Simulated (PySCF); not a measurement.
B3LYP has the VWN-RPA correlation part, as in Gaussian. Delta-SCF ions had no search for a lower state. Excitations are Tamm–Dancoff values on a coarser integration grid. The basis has no diffuse functions, so Rydberg states are missing or too high.

CH₆O₂Si, SMILES `OC[SiH2]O` (charge 0, multiplicity 1)

These are PySCF 2.14.0 with B3LYP-D3(BJ)/def2-TZVP // PBE0-D4/def2-TZVP values and carry that method's errors.

HOMO: -7.32 eV
dipole moment: 1.62 D
HOMO–LUMO gap: 7.33 eV
LUMO: 0.01 eV
S1 excitation (TDA): 6.20 eV
S1 oscillator strength: 0.004
T1 excitation (TDA): 5.79 eV
S1–T1 gap (TDA): 0.41 eV
vertical ionisation energy (Delta-SCF): 9.81 eV
total energy: -481.8165 Ha
cost: very roughly 2.3 core-minutes

```xyz
10

O      1.3162     1.0347     0.4327
C      0.7678     0.1685    -0.5683
Si    -0.7644    -0.6688     0.1389
O     -1.8241     0.4862     0.6419
H      1.7031     0.4882     1.1217
H      0.4920     0.8128    -1.4074
H      1.5171    -0.5383    -0.9485
H     -0.3057    -1.5131     1.2833
H     -1.4803    -1.5144    -0.8486
H     -1.4215     1.2441     1.0722
```
Charge 0, spin multiplicity 1.
